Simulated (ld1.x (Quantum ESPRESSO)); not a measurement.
## Before and after: RRKJ potential for neodymium (Nd)

```json
{"Element": "neodymium (Nd)", "Generator": "ld1.x (Quantum ESPRESSO) 7.5", "Type": "norm-conserving RRKJ (Kleinman–Bylander form)", "Functional": "PBE", "Relativity": "scalar-relativistic", "Frozen core": "[Kr] 4d10", "Valence charge": "14", "Reference configuration": "4f4 5s2 5p6 5d0.5 6s1.5 6p0", "Partial waves": "5p (bound): rc 2.80 bohr; 5d (bound): rc 2.35 bohr; 4f (bound): rc 1.00 bohr; 5s (bound): rc 1.60 bohr", "Local potential": "the s channel", "Core correction": "none"}
```

Occupied shells without a wave of their own: 6s. They enter only through the test configuration that unscreens the potential.

Change: wave 5s (bound): rc 1.60 bohr becomes 5s (bound): rc 1.66 bohr.

Cutoffs: the cutoffs (Ry, on a coarse ladder) from which the occupation-weighted sum of valence levels, in a spherical-Bessel basis at the reference potential, stays within 10 and 1 mRy of its value at 400 Ry; they do not see the model core or the augmentation charge, which bear on the density cutoff. Errors are all-electron minus pseudo energies relative to the spin-unpolarised reference configuration.

Problem. How do hardness, ghosts and transferability respond?

Solution. The potential gets neither clearly harder nor softer (200 Ry and 300 Ry → 200 Ry and 300 Ry); of the 7 tests that both files solve, the error grows in 6 and shrinks in 0 by more than 15 % and 0.3 meV (median size 25.2 → 35.6 meV); neither file shows a bound ghost. More of the atom is replaced by a form fitted at one configuration, so other configurations suffer.

| quantity | base | changed |
| --- | --- | --- |
| cutoff, loose | 200 Ry | 200 Ry |
| cutoff, tight | 300 Ry | 300 Ry |
| loose cutoff by channel (10 mRy a level) | p 12 Ry, d 10 Ry, f 200 Ry, s 45 Ry | p 12 Ry, d 10 Ry, f 200 Ry, s 40 Ry |
| bound ghosts | none | none |
| largest miss of a reference level, eV | 0.05 | 0.06 |
| error for 4f4 5s2 5p6 5d0 6s2 6p0, meV [ΔE -0.83 eV] | +25 | +30 |
| error for 4f4 5s2 5p6 5d0 6s1 6p0, meV [ΔE 4.97 eV] | -38 | -45 |
| error for 4f4 5s2 5p6 5d0 6s0 6p0, meV [ΔE 15.76 eV] | -151 | -179 |
| error for 4f4 5s2 5p5 5d0 6s2 6p0, meV [ΔE 26.01 eV] | +25 | +36 |
| error for 4f4 5s2 5p6 5d0 6s1.5 6p0, meV [ΔE 1.49 eV] | -1.7 | -1.7 |
| error for 4f4 5s2 5p6 5d1 6s1 6p0, meV [ΔE 0.88 eV] | -25 | -29 |
| error for 4f4 5s2 5p6 5d1 6s0 6p0, meV [ΔE 6.05 eV] | -96 | -114 |
| s: phases at 3.04 bohr within 0.05 rad from the reference energy up to (Ry; the scan ends near 5) | -0.0 | -0.1 |
| p: phases at 3.04 bohr within 0.05 rad from the reference energy up to (Ry; the scan ends near 5) | 0.6 | 0.6 |
| d: phases at 3.04 bohr within 0.05 rad from the reference energy up to (Ry; the scan ends near 5) | 2.8 | 2.8 |
| f: phases at 3.04 bohr within 0.05 rad from the reference energy up to (Ry; the scan ends near 5) | 1.3 | 1.3 |
